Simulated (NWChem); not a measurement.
Program: NWChem. System: H3Si2, charge 1, spin multiplicity 1, at the geometry of a parent with another charge or spin, in a state set for the comparison that need not be this species' ground state. Level: RHF/def2-TZVP.

Job file:

```
start mol
memory heap 200 mb stack 900 mb global 1100 mb
charge 1
geometry units angstroms nocenter noautoz noautosym
  Si    -0.539844    -1.109562     0.033408
  Si     0.381217     0.975789    -0.035732
  H      0.847623    -1.708052    -0.219451
  H      1.803007     1.346295     0.265732
  H     -0.429862     2.234581    -0.013742
end
basis spherical
  * library def2-tzvp
end
scf
  rhf
  nopen 0
  maxiter 100
  thresh 1e-7
  semidirect memsize 60000000 filesize 0
end
task scf energy
```

NWChem printed:

```
             Northwest Computational Chemistry Package (NWChem) 7.3.0
             --------------------------------------------------------

                                NWChem Input Module
                                -------------------

 Scaling coordinates for geometry "geometry" by  1.889725989
 (inverse scale =  0.529177249)

                             Geometry "geometry" -> ""
                             -------------------------

 Output coordinates in angstroms (scale by  1.889725989 to convert to a.u.)

  No.       Tag          Charge          X              Y              Z
 ---- ---------------- ---------- -------------- -------------- --------------
    1 Si                  14.0000    -0.53984400    -1.10956200     0.03340800
    2 Si                  14.0000     0.38121700     0.97578900    -0.03573200
    3 H                    1.0000     0.84762300    -1.70805200    -0.21945100
    4 H                    1.0000     1.80300700     1.34629500     0.26573200
    5 H                    1.0000    -0.42986200     2.23458100    -0.01374200

 Effective nuclear repulsion energy (a.u.)      67.8123466112

            Nuclear Dipole moment (a.u.)
            ----------------------------
        X                 Y               Z
 ---------------- ---------------- ----------------
    -0.0000188973     0.0000037795     0.0000056692


 Summary of "ao basis" -> "" (spherical)
 ------------------------------------------------------------------------------
       Tag                 Description            Shells   Functions and Types
 ---------------- ------------------------------  ------  ---------------------
 *                         def2-tzvp                  on all atoms

 Summary of "ao basis" -> "ao basis" (spherical)
 ------------------------------------------------------------------------------
       Tag                 Description            Shells   Functions and Types
 ---------------- ------------------------------  ------  ---------------------
 Si                        def2-tzvp                13       37   5s5p2d1f
 H                         def2-tzvp                 4        6   3s1p
[...]
    76     -0.214538  3 H  s                 15     -0.152375  1 Si px

 Vector   15  Occ=2.000000D+00  E=-5.452421D-01
              MO Center= -5.6D-01, -9.0D-01,  6.4D-02, r^2= 2.9D+00
   Bfn.  Coefficient  Atom+Function         Bfn.  Coefficient  Atom+Function
  ----- ------------  ---------------      ----- ------------  ---------------
     4      0.417598  1 Si s                  5      0.375539  1 Si s
    15     -0.340162  1 Si px                 3     -0.226796  1 Si s
    53      0.182553  2 Si py                18     -0.161093  1 Si px
    41     -0.151952  2 Si s

 Vector   16  Occ=0.000000D+00  E=-2.583981D-01
              MO Center=  1.8D-02,  1.6D-01, -9.7D-02, r^2= 3.6D+00
   Bfn.  Coefficient  Atom+Function         Bfn.  Coefficient  Atom+Function
  ----- ------------  ---------------      ----- ------------  ---------------
    57      0.354492  2 Si pz                54      0.335688  2 Si pz
    17      0.230443  1 Si pz                20      0.220410  1 Si pz

 Vector   17  Occ=0.000000D+00  E=-1.544495D-01
              MO Center= -1.0D-01, -2.4D-01, -6.7D-02, r^2= 5.0D+00
   Bfn.  Coefficient  Atom+Function         Bfn.  Coefficient  Atom+Function
  ----- ------------  ---------------      ----- ------------  ---------------
    20      0.586387  1 Si pz                57     -0.481941  2 Si pz
    17      0.317671  1 Si pz                54     -0.265432  2 Si pz
    42      0.235726  2 Si s                 83     -0.164260  4 H  s
    55      0.156857  2 Si px

 Vector   18  Occ=0.000000D+00  E=-8.103264D-02
              MO Center= -1.4D-01, -3.3D-01,  6.5D-03, r^2= 6.4D+00
   Bfn.  Coefficient  Atom+Function         Bfn.  Coefficient  Atom+Function
  ----- ------------  ---------------      ----- ------------  ---------------
    42      1.578783  2 Si s                 19     -1.026241  1 Si py
    83     -0.701216  4 H  s                  5     -0.538316  1 Si s
    56     -0.535054  2 Si py                77     -0.508631  3 H  s
    16     -0.338468  1 Si py                57      0.303137  2 Si pz
    20     -0.229817  1 Si pz                41      0.230776  2 Si s

 center of mass
 --------------
 x =  -0.07048346 y =  -0.05943963 z =  -0.00103253

 moments of inertia (a.u.)
 ------------------
         253.580084781556         -96.829293845834           2.090889754633
         -96.829293845834          58.960075668326           4.664402764954
           2.090889754633           4.664402764954         311.205871498472

  Mulliken analysis of the total density
  --------------------------------------

    Atom       Charge   Shell Charges
 -----------   ------   -------------------------------------------------------
    1 Si  14    13.71   2.00  0.59  1.38  1.12  0.69  4.10  1.74  0.41  1.15  0.35  0.06  0.11  0.01
    2 Si  14    13.54   2.00  0.59  1.39  0.99  0.47  4.11  1.73  0.48  1.30  0.25  0.08  0.14  0.01
    3 H    1     0.94   0.22  0.54  0.17  0.01
    4 H    1     0.90   0.23  0.53  0.13  0.01
    5 H    1     0.90   0.23  0.53  0.13  0.01

       Multipole analysis of the density wrt the origin
       ------------------------------------------------

     L   x y z        total         open         nuclear
     -   - - -        -----         ----         -------
     0   0 0 0      1.000000      0.000000     31.000000

     1   1 0 0      0.327390      0.000000     -0.000019
     1   0 1 0      0.579274      0.000000      0.000004
     1   0 0 1     -0.195347      0.000000      0.000006

     2   2 0 0    -18.978700      0.000000     36.670158
     2   1 1 0      1.345708      0.000000     48.611906
     2   1 0 1      0.503176      0.000000     -0.514885
     2   0 2 0    -14.235470      0.000000    143.876011
     2   0 1 1     -0.184860      0.000000     -1.089932
     2   0 0 2    -14.767681      0.000000      0.544449

 Task  times  cpu:        4.8s     wall:        4.8s

 Total times  cpu:        4.9s     wall:        4.9s
```
